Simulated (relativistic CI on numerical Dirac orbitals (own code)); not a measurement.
S¹⁵⁺: q coefficients

Computed by Dirac equation for one electron (own radial code, finite nucleus).

Configuration list: 1s, 2s, 2p. Levels of other configurations are missing.

With x = (α/α₀)² − 1 an excitation energy changes as ω = ω₀ + qx; K = 2q/ω₀ is the relative enhancement. Terms are leading LS components, so labels can repeat.

Lowest level 1s ²S1/2.

| Level | ω₀ (cm⁻¹) | q (cm⁻¹) | K |
| --- | --- | --- | --- |
| 2p ²P°1/2 | 21135424 | 66710 | 0.00631 |
| 2s ²S1/2 | 21135430 | 66710 | 0.00631 |
| 2p ²P°3/2 | 21159565 | 91060 | 0.00861 |
